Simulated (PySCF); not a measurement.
F$_{2}$Ge, charge -1, doublet, geometry from GFN2-xTB (a state made from the parent by changing its charge; the spin is typed, not shown lowest) (in this run its highest filled SCF level lies above zero, so its values depend strongly on the basis, on diffuse functions most of all); BLYP/6-311G** (PySCF).

The PySCF input:
```python
from pyscf import gto, scf, dft

mol = gto.M(
    atom='''
Ge    0.012734   -0.009459    0.403809
F     0.851300    1.568473   -0.709098
F    -0.896577   -1.534842   -0.726669
''',
    basis='6-311g**',
    charge=-1,
    spin=1,
    verbose=4,
)

mf = dft.UKS(mol)
mf.xc = 'blyp'
mf.grids.radi_method = dft.radi.delley
mf.kernel()
mf.analyze()
```

Output, abridged:

```
PySCF version 2.14.0

[INPUT] verbose = 4
[INPUT] num. atoms = 3
[INPUT] num. electrons = 51
[INPUT] charge = -1
[INPUT] spin (= nelec alpha-beta = 2S) = 1
[INPUT] symmetry False subgroup None
[INPUT] Mole.unit = angstrom
[INPUT] Symbol           X                Y                Z      unit          X                Y                Z       unit  Magmom
[INPUT]  1 Ge     0.012734000000  -0.009459000000   0.403809000000 AA    0.024063772470  -0.017874919412   0.763088416634 Bohr   0.0
[INPUT]  2 F      0.851300000000   1.568473000000  -0.709098000000 AA    1.608723849842   2.963984403775  -1.340001015477 Bohr   0.0
[INPUT]  3 F     -0.896577000000  -1.534842000000  -0.726669000000 AA   -1.694284979584  -2.900431024480  -1.373205393212 Bohr   0.0

nuclear repulsion = 156.825633688056
number of shells = 34
number of NR pGTOs = 146
number of NR cGTOs = 80
basis = 6-311g**
ecp = {}

******** <class 'pyscf.dft.uks.UKS'> ********
method = UKS
initial guess = minao
damping factor = 0
level_shift factor = 0
DIIS = <class 'pyscf.scf.diis.CDIIS'>
diis_start_cycle = 1
diis_space = 8
diis_damp = 0
SCF conv_tol = 1e-09
SCF conv_tol_grad = None
SCF max_cycles = 50
direct_scf = True
direct_scf_tol = 1e-13
number electrons alpha = 26  beta = 25
XC library pyscf.dft.libxc version 7.1.2
    S. Lehtola, C. Steigemann, M. J. T. Oliveira, and M. A. L. Marques,  SoftwareX 7, 1–5 (2018)
XC functionals = blyp
    A. D. Becke,  Phys. Rev. A 38, 3098 (1988)
    C. Lee, W. Yang, and R. G. Parr,  Phys. Rev. B 37, 785 (1988)
    B. Miehlich, A. Savin, H. Stoll, and H. Preuss,  Chem. Phys. Lett. 157, 200 (1989)
radial grids: B. Delley radial grids. Ref. JCP 104, 9848 (1996); DOI:10.1063/1.471749. log2 algorithm
becke partition: Becke, JCP 88, 2547 (1988); DOI:10.1063/1.454033
pruning grids: <function nwchem_prune>
grids dens level: 3
symmetrized grids: False
atomic radii adjust function: <function treutler_atomic_radii_adjust>
small_rho_cutoff = 0
Set gradient conv threshold to 3.16228e-05
tot grids = 51096
init E= -2274.60926044185

cycle= 1 E= -2276.50639037466  delta_E= -1.9  |g|= 1.58  |ddm|= 0.898
cycle= 2 E= -2271.38740392785  delta_E= 5.12  |g|=  3.6  |ddm|= 2.58
cycle= 3 E= -2276.52242983758  delta_E= -5.14  |g|= 0.886  |ddm|= 2.66
cycle= 4 E= -2276.81553115241  delta_E= -0.293  |g|= 0.321  |ddm|= 0.66
cycle= 5 E= -2276.82917498493  delta_E= -0.0136  |g|= 0.132  |ddm|= 0.211
cycle= 6 E= -2276.8334229653  delta_E= -0.00425  |g|= 0.0362  |ddm|= 0.103
cycle= 7 E= -2276.83392829386  delta_E= -0.000505  |g|= 0.0041  |ddm|= 0.0191
cycle= 8 E= -2276.83393430977  delta_E= -6.02e-06  |g|= 0.00159  |ddm|= 0.00578
cycle= 9 E= -2276.83393604914  delta_E= -1.74e-06  |g|= 0.000359  |ddm|= 0.00215
cycle= 10 E= -2276.83393608121  delta_E= -3.21e-08  |g|= 0.000201  |ddm|= 0.000288
cycle= 11 E= -2276.83393609648  delta_E= -1.53e-08  |g|= 1.14e-05  |ddm|= 0.000131
cycle= 12 E= -2276.83393609657  delta_E= -9.09e-11  |g|= 1.73e-06  |ddm|= 1.61e-05
Extra cycle  E= -2276.83393609657  delta_E= 3.64e-12  |g|= 2.76e-06  |ddm|= 4.88e-06
converged SCF energy = -2276.83393609657  <S^2> = 0.7514354  2S+1 = 2.0014349
**** SCF Summaries ****
Total Energy =                       -2276.833936096570142
Nuclear Repulsion Energy =             156.825633688056087
One-electron Energy =                -3498.984431580633100
Two-electron Energy =                 1065.324861796007099
Two-electron Coulomb Energy =         1165.548842626255691
DFT Exchange-Correlation Energy =     -100.223980830248649
**** MO energy ****
                             alpha | beta                alpha | beta
MO #1   energy= -396.959290703953  | -396.958385946481  occ= 1 | 1
MO #2   energy= -48.9787758576706  | -48.978437158494   occ= 1 | 1
MO #3   energy= -43.6030305703879  | -43.6027384879185  occ= 1 | 1
MO #4   energy= -43.6029004998771  | -43.6025963998581  occ= 1 | 1
MO #5   energy= -43.6019189340278  | -43.6002719694461  occ= 1 | 1
MO #6   energy= -23.9626925091525  | -23.9610727721561  occ= 1 | 1
MO #7   energy= -23.962687476378   | -23.961067843343   occ= 1 | 1
MO #8   energy= -5.7562637049075   | -5.75515107880801  occ= 1 | 1
MO #9   energy= -3.97749085353628  | -3.97702243030655  occ= 1 | 1
MO #10  energy= -3.97714065260402  | -3.97663317368189  occ= 1 | 1
MO #11  energy= -3.97303951373468  | -3.97018832744498  occ= 1 | 1
MO #12  energy= -0.884001264793418 | -0.883661432463508 occ= 1 | 1
MO #13  energy= -0.882929088396392 | -0.882598808097174 occ= 1 | 1
MO #14  energy= -0.880184646334456 | -0.877118798371132 occ= 1 | 1
MO #15  energy= -0.879690928004764 | -0.876622460275997 occ= 1 | 1
MO #16  energy= -0.879523388535322 | -0.875649536115979 occ= 1 | 1
MO #17  energy= -0.740198201087471 | -0.736985862304305 occ= 1 | 1
MO #18  energy= -0.737551063061886 | -0.734451253089919 occ= 1 | 1
MO #19  energy= -0.217346200851389 | -0.203822486065482 occ= 1 | 1
MO #20  energy= -0.101103159899179 | -0.0993910641794257 occ= 1 | 1
MO #21  energy= -0.0697832645442593 | -0.0673705341434027 occ= 1 | 1
MO #22  energy= -0.0684665560357236 | -0.0598912499810953 occ= 1 | 1
MO #23  energy= -0.0558243936657321 | -0.0543013975613119 occ= 1 | 1
MO #24  energy= -0.0554846870539831 | -0.0491879412894354 occ= 1 | 1
MO #25  energy= -0.0376819125626803 | -0.0316114189572893 occ= 1 | 1
MO #26  energy= 0.0778739410649375 | 0.110973047975922  occ= 1 | 0
MO #27  energy= 0.129676035081173  | 0.137075895981459  occ= 0 | 0
MO #28  energy= 0.164150811459278  | 0.16996805343969   occ= 0 | 0
MO #29  energy= 0.297086912318218  | 0.31634761191542   occ= 0 | 0
MO #30  energy= 0.313251728331222  | 0.317099409344072  occ= 0 | 0
MO #31  energy= 0.339925000696655  | 0.343393576955777  occ= 0 | 0
MO #32  energy= 0.37317307331557   | 0.384996285565212  occ= 0 | 0
MO #33  energy= 0.54370783459313   | 0.571900397246569  occ= 0 | 0
MO #34  energy= 0.554298391794325  | 0.573294257386     occ= 0 | 0

To work with the spin densities directly, `use mulliken_meta_spin()` only printing them here.

 ** Mulliken spin pop alpha/beta on meta-lowdin orthogonal AOs **
 ** Mulliken Spin Density (per AO)  **
spin_pop of  0 Ge 1s       -0.00000
spin_pop of  0 Ge 2s       -0.00000
spin_pop of  0 Ge 3s        0.00000
spin_pop of  0 Ge 4s        0.00368
spin_pop of  0 Ge 5s        0.00024
spin_pop of  0 Ge 6s        0.00000
spin_pop of  0 Ge 7s        0.00001
spin_pop of  0 Ge 8s        0.00001
spin_pop of  0 Ge 2px       0.00000
spin_pop of  0 Ge 2py       0.00000
spin_pop of  0 Ge 2pz       0.00000
spin_pop of  0 Ge 3px       0.00003
spin_pop of  0 Ge 3py       0.00001
spin_pop of  0 Ge 3pz      -0.00000
spin_pop of  0 Ge 4px       0.66600
spin_pop of  0 Ge 4py       0.21462
spin_pop of  0 Ge 4pz       0.00122
spin_pop of  0 Ge 5px       0.00979
spin_pop of  0 Ge 5py       0.00313
spin_pop of  0 Ge 5pz       0.00001
spin_pop of  0 Ge 6px       0.00328
spin_pop of  0 Ge 6py       0.00105
spin_pop of  0 Ge 6pz      -0.00002
spin_pop of  0 Ge 7px       0.00105
spin_pop of  0 Ge 7py       0.00033
spin_pop of  0 Ge 7pz      -0.00001
spin_pop of  0 Ge 8px       0.00002
spin_pop of  0 Ge 8py       0.00001
spin_pop of  0 Ge 8pz      -0.00000
spin_pop of  0 Ge 3dxy     -0.00011
spin_pop of  0 Ge 3dyz     -0.00004
spin_pop of  0 Ge 3dz^2    -0.00005
spin_pop of  0 Ge 3dxz     -0.00009
spin_pop of  0 Ge 3dx2-y2   -0.00011
spin_pop of  0 Ge 4dxy      0.00070
spin_pop of  0 Ge 4dyz      0.00019
spin_pop of  0 Ge 4dz^2    -0.00024
spin_pop of  0 Ge 4dxz      0.00058
spin_pop of  0 Ge 4dx2-y2    0.00036
spin_pop of  0 Ge 5dxy      0.00052
spin_pop of  0 Ge 5dyz      0.00023
spin_pop of  0 Ge 5dz^2    -0.00024
spin_pop of  0 Ge 5dxz      0.00074
spin_pop of  0 Ge 5dx2-y2    0.00025
spin_pop of  1 F 1s       -0.00000
spin_pop of  1 F 2s        0.00049
spin_pop of  1 F 3s        0.00004
spin_pop of  1 F 4s        0.00000
spin_pop of  1 F 2px       0.03815
spin_pop of  1 F 2py       0.00954
spin_pop of  1 F 2pz      -0.00164
spin_pop of  1 F 3px      -0.00006
spin_pop of  1 F 3py      -0.00005
spin_pop of  1 F 3pz      -0.00005
spin_pop of  1 F 4px       0.00000
spin_pop of  1 F 4py      -0.00000
spin_pop of  1 F 4pz      -0.00000
spin_pop of  1 F 3dxy     -0.00000
spin_pop of  1 F 3dyz      0.00000
spin_pop of  1 F 3dz^2     0.00000
spin_pop of  1 F 3dxz      0.00000
spin_pop of  1 F 3dx2-y2   -0.00000
spin_pop of  2 F 1s       -0.00000
spin_pop of  2 F 2s        0.00049
spin_pop of  2 F 3s        0.00004
spin_pop of  2 F 4s        0.00000
spin_pop of  2 F 2px       0.03808
spin_pop of  2 F 2py       0.00963
spin_pop of  2 F 2pz      -0.00166
spin_pop of  2 F 3px      -0.00006
spin_pop of  2 F 3py      -0.00005
spin_pop of  2 F 3pz      -0.00005
spin_pop of  2 F 4px       0.00000
spin_pop of  2 F 4py      -0.00000
spin_pop of  2 F 4pz      -0.00000
spin_pop of  2 F 3dxy     -0.00000
spin_pop of  2 F 3dyz      0.00000
spin_pop of  2 F 3dz^2     0.00000
spin_pop of  2 F 3dxz      0.00000
spin_pop of  2 F 3dx2-y2   -0.00000
 ** Mulliken Spin Density (per atom)  **
spin density of  0 Ge =      0.90715
spin density of  1 F =      0.04642
spin density of  2 F =      0.04642
 ** Mulliken pop alpha/beta on meta-lowdin orthogonal AOs **
 ** Mulliken pop       alpha | beta **
In total            26.00000 | 25.00000
 ** Mulliken atomic charges   ( Nelec_alpha | Nelec_beta ) **
charge of  0Ge =      0.09485  (    16.40615     15.49900 )
charge of  1F =     -0.54743  (     4.79692      4.75050 )
charge of  2F =     -0.54743  (     4.79692      4.75050 )

WARN: System has nonzero charge -1; the dipole moment is origin-dependent.
Location of origin: [0. 0. 0.]

Dipole moment(X, Y, Z, Debye):  0.06679, -0.04961,  2.11773
```
